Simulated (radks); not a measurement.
The europium ion Eu+ inside a hard spherical wall (all orbitals vanish at R), configuration held at [Xe] 4f7 6s1 and not refilled when levels cross. All-electron calculation, scalar-relativistic Kohn-Sham, LDA (Slater exchange, Perdew-Wang correlation), spin-unpolarised, spherical densities, point nucleus. Program: a radial shooting solver on a logarithmic mesh with Libxc functionals. Eigenvalues in eV, with the zero of energy where the potential of the charges vanishes at infinity; a dash marks a level that is unbound or too diffuse for the functional's potential to be trusted. A positive occupied level is held by the wall or, in an anion where self-interaction has pushed it up, behind a barrier. The pressure on the wall is -dE/dV.

| R (bohr) | E (hartree) | kinetic (hartree) | e(5s) | e(5p) | e(4f) | e(6s) | e(5d, empty) | e(6p, empty) | pressure (GPa) |
|---|---|---|---|---|---|---|---|---|---|
| free | -10836.4526 | 11607.543 | -51.125 | -30.181 | -9.183 | -8.787 | -7.371 | -5.480 | 0 |
| 20 | -10836.4526 | 11607.543 | -51.125 | -30.181 | -9.183 | -8.787 | -7.371 | -5.480 | < 0.0001 |
| 15 | -10836.4526 | 11607.543 | -51.124 | -30.181 | -9.183 | -8.787 | -7.371 | -5.479 | < 0.0001 |
| 12 | -10836.4525 | 11607.544 | -51.122 | -30.179 | -9.181 | -8.785 | -7.369 | -5.466 | 0.000542 |
| 5 | -10836.3248 | 11608.183 | -49.357 | -28.502 | -7.326 | -4.592 | -5.111 | 1.945 | 14.0 |
| 3.5 | -10835.5263 | 11611.715 | -44.512 | -23.651 | -1.536 | 13.495 | 2.776 | 26.470 | 273 |
| 2 | -10820.5290 | 11666.849 | 1.987 | 31.098 | 45.829 | 186.51 | 77.979 | 220.83 | 21700 |
